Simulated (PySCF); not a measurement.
B(OH)2(OSiH3) (BH₅O₃Si), SMILES OB(O)O[SiH3]. Atoms are numbered in the order given.

```xyz
10

B      0.0448    -0.9627     0.0000
O      0.8500    -2.0677     0.0000
H      0.3900    -2.9130     0.0000
O     -1.3304    -0.9933     0.0000
H     -1.7371    -1.8657     0.0000
O      0.6521     0.2560     0.0000
Si     0.0148     1.8016     0.0000
H     -0.8132     2.0348    -1.2171
H     -0.8132     2.0348     1.2171
H      1.1679     2.7399     0.0000
```
Charge 0, spin multiplicity 1.

Coordinates come from a B3LYP-D3(BJ)/def2-SVP optimisation. Other conformers were not sampled.

The numbers are results of PBE/pcSseg-1 in PySCF, not measurements.

GIAO shieldings, no solvent; atoms alike by connectivity are averaged. δ = σ(ref) − σ: ¹¹B against BF3 (σ = 83.9 ppm); ¹⁷O against H2O (σ = 334.3 ppm); ¹H against TMS (σ = 31.49 ppm); ²⁹Si against TMS (σ = 335.4 ppm), references at their B3LYP-D3(BJ)/def2-TZVP geometries, non-relativistic.

| atoms | nucleus | count | δ (ppm) |
|---|---|---|---|
| B1 | ¹¹B | 1 | ? |
| O2, O4 | ¹⁷O | 2 | 99.2 |
| O6 | ¹⁷O | 1 | 65.5 |
| H8, H9, H10 | ¹H | 3 | 5.37 |
| H3, H5 | ¹H | 2 | ? |
| Si7 | ²⁹Si | 1 | ? |

Q: Fill in the missing entries. (Estimate from the structure and the level; the computed values follow.)

A: 
- B1, δ (ppm): 5.2
- Si7, δ (ppm): -36.3
- H3, H5, δ (ppm): 2.57
